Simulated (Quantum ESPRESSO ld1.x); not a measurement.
Input file for ld1.x (Quantum ESPRESSO 7.5):

```
 &input
    zed=50.0,
    iswitch=1,
    rel=1,
    lsd=1,
    dft='PZ',
    config='[Kr] 4d10 5s1.5 5p0.5',
    verbosity='high',
    prefix='ld1',
    max_out_wfc=37,
    file_charge='ld1.rho',
 /
```

Command: `OMP_NUM_THREADS=1 ld1.x < ld1.in > ld1.out`

It prints:

```
     Program LD1 v.7.5 starts

     --------------------------- All-electron run ----------------------------

     scalar relativistic calculation

     atomic number is 50.00
     dft =PZ   lsd =1 sic =0 latt =0  beta=0.20 tr2=1.0E-14
     Exchange-correlation= PZ
                           (   1   1   0   0   0   0   0)
     mesh =2065 r(mesh) =  99.48203 a.u. xmin = -8.00 dx = 0.00800
     1 Ry =  13.60569312 eV, c = 137.03599908

     n l     nl                  e(Ry)          e(Ha)          e(eV)
     1 0     1S 1( 1.00)   -2131.366377745   -1065.683188873 -28998.7168683
     2 0     2S 1( 1.00)    -322.973533224    -161.486766612  -4394.2787799
     2 1     2P 1( 3.00)    -290.249762330    -145.124881165  -3949.0491953
     3 0     3S 1( 1.00)     -63.376361114     -31.688180557   -862.2793206
     3 1     3P 1( 3.00)     -52.681648968     -26.340824484   -716.7703491
     4 0     4S 1( 1.00)     -11.171659068      -5.585829534   -151.9981650
     4 1     4P 1( 3.00)      -7.930455988      -3.965227994   -107.8993505
     3 2     3D 1( 5.00)     -36.166573438     -18.083286719   -492.0712995
     4 2     4D 1( 5.00)      -3.245863132      -1.622931566    -44.1622177
     5 0     5S 1( 1.00)      -2.008548055      -1.004274027    -27.3276885
     5 1     5P 1( 0.50)      -1.386371375      -0.693185688    -18.8625435
     1 0     1S 2( 1.00)   -2131.363556273   -1065.681778137 -28998.6784802
     2 0     2S 2( 1.00)    -322.972248781    -161.486124391  -4394.2613042
     2 1     2P 2( 3.00)    -290.248122902    -145.124061451  -3949.0268897
     3 0     3S 2( 1.00)     -63.374041339     -31.687020670   -862.2477584
     3 1     3P 2( 3.00)     -52.679233646     -26.339616823   -716.7374869
     4 0     4S 2( 1.00)     -11.166777024      -5.583388512   -151.9317414
     4 1     4P 2( 3.00)      -7.924379827      -3.962189914   -107.8166801
     3 2     3D 2( 5.00)     -36.164385951     -18.082192975   -492.0415372
     4 2     4D 2( 5.00)      -3.232283079      -1.616141539    -43.9774517
     5 0     5S 2( 0.50)      -1.951351507      -0.975675753    -26.5494898
     5 1     5P 2( 0.00)      -1.329043577      -0.664521789    -18.0825591

     final scf error:  3.3E-15 reached in  30 iterations

     Etot =  -12341.866686 Ry,   -6170.933343 Ha, -167919.650697 eV
     Total magnetization:    1.00 Bohr mag.

     Ekin =   12882.814620 Ry,    6441.407310 Ha,  175279.622283 eV
     Encl =  -29791.817630 Ry,  -14895.908815 Ha, -405338.328244 eV
     Eh   =    4884.913006 Ry,    2442.456503 Ha,   66462.627297 eV
     Exc  =    -317.776683 Ry,    -158.888342 Ha,   -4323.572033 eV

     normalization and overlap integrals

     s(1S/1S) =  1.000000  <r> =   0.0291  <r2> =    0.0011  r(max) =   0.0188
     s(1S/2S) = -0.013200
     s(1S/3S) = -0.005518
     s(1S/4S) = -0.002469
     s(1S/5S) = -0.000869
     s(2S/2S) =  1.000000  <r> =   0.1256  <r2> =    0.0186  r(max) =   0.1065
     s(2S/3S) = -0.003385
     s(2S/4S) = -0.001458
     s(2S/5S) = -0.000510
     s(2P/2P) =  1.000000  <r> =   0.1096  <r2> =    0.0147  r(max) =   0.0851
     s(2P/3P) = -0.002766
     s(2P/4P) = -0.001107
     s(2P/5P) = -0.000344
     s(3S/3S) =  1.000000  <r> =   0.3399  <r2> =    0.1321  r(max) =   0.3085
     s(3S/4S) = -0.000975
     s(3S/5S) = -0.000333
     s(3P/3P) =  1.000000  <r> =   0.3381  <r2> =    0.1327  r(max) =   0.3012
     s(3P/4P) = -0.000818
     s(3P/5P) = -0.000249
     s(4S/4S) =  1.000000  <r> =   0.8183  <r2> =    0.7582  r(max) =   0.7438
     s(4S/5S) = -0.000207
     s(4P/4P) =  1.000000  <r> =   0.8856  <r2> =    0.8970  r(max) =   0.7866
     s(4P/5P) = -0.000152
     s(3D/3D) =  1.000000  <r> =   0.3148  <r2> =    0.1177  r(max) =   0.2506
     s(3D/4D) = -0.000527
     s(4D/4D) =  1.000000  <r> =   1.0935  <r2> =    1.4182  r(max) =   0.8869
     s(5S/5S) =  1.000000  <r> =   2.1974  <r2> =    5.4302  r(max) =   1.9425
     s(5P/5P) =  1.000000  <r> =   2.6249  <r2> =    7.7742  r(max) =   2.2979
     s(1S/1S) =  1.000000  <r> =   0.0291  <r2> =    0.0011  r(max) =   0.0188
     s(1S/2S) = -0.013200
     s(1S/3S) = -0.005518
     s(1S/4S) = -0.002469
     s(1S/5S) = -0.000874
     s(2S/2S) =  1.000000  <r> =   0.1256  <r2> =    0.0186  r(max) =   0.1065
     s(2S/3S) = -0.003385
     s(2S/4S) = -0.001458
     s(2S/5S) = -0.000513
     s(2P/2P) =  1.000000  <r> =   0.1096  <r2> =    0.0147  r(max) =   0.0851
     s(2P/3P) = -0.002766
     s(2P/4P) = -0.001107
     s(2P/5P) = -0.000342
     s(3S/3S) =  1.000000  <r> =   0.3399  <r2> =    0.1321  r(max) =   0.3085
     s(3S/4S) = -0.000975
     s(3S/5S) = -0.000335
     s(3P/3P) =  1.000000  <r> =   0.3381  <r2> =    0.1327  r(max) =   0.3012
     s(3P/4P) = -0.000818
     s(3P/5P) = -0.000248
     s(4S/4S) =  1.000000  <r> =   0.8181  <r2> =    0.7577  r(max) =   0.7438
     s(4S/5S) = -0.000208
     s(4P/4P) =  1.000000  <r> =   0.8850  <r2> =    0.8954  r(max) =   0.7866
     s(4P/5P) = -0.000152
     s(3D/3D) =  1.000000  <r> =   0.3148  <r2> =    0.1177  r(max) =   0.2506
     s(3D/4D) = -0.000528
     s(4D/4D) =  1.000000  <r> =   1.0888  <r2> =    1.4043  r(max) =   0.8869
     s(5S/5S) =  1.000000  <r> =   2.1959  <r2> =    5.4317  r(max) =   1.9270
     s(5P/5P) =  1.000000  <r> =   2.6439  <r2> =    7.9077  r(max) =   2.2795

     ------------------------ End of All-electron run ------------------------
```

Run on one thread of a shared host, so times are rough (Intel(R) Xeon(R) Processor @ 2.60GHz): 0.71 s of CPU time, 2.1 s wall, 30 iterations on 2065 mesh points.
